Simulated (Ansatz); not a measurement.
This geometry of AlFHNaSe (5 atoms, charge 0, multiplicity 1) is a first-order saddle point.

The calculation used RKS PBE-D4/def2-SVP in Ansatz 0.2.0.

```xyz
5
Properties=species:S:1:pos:R:3
F -1.543 -1.395 0.489
Al -0.092 -0.636 0.030
Na 2.613 -1.469 0.584
Se -0.477 1.414 -1.216
H -0.500 2.086 0.113
```

Task: Which two structures does it join? (They come from a converged band through this point; their orientation in space is the band's.)

Result: No bond is made or broken. The dihedral Na3–Al2–Se4–H5 goes from -180 to 0°.

Initial state:

```xyz
5
Properties=species:S:1:pos:R:3
F -1.381 -1.054 0.559
Al 0.176 -0.491 0.159
Na 2.627 -2.004 0.414
Se 0.027 1.754 -0.650
H -1.450 1.794 -0.482
```

Final state:

```xyz
5
Properties=species:S:1:pos:R:3
F -1.523 -1.525 0.750
Al -0.216 -0.563 0.234
Na 2.532 -1.478 0.232
Se -1.085 1.558 -0.441
H 0.291 2.007 -0.776
```

Task: How far does it lie above each of them?

Result: 21.4 kJ/mol above the first and 21.3 kJ/mol above the second. This is the barrier of this one path; another mechanism may lie lower.

Time of the run: 68 s on 1 CPU thread of a shared host.
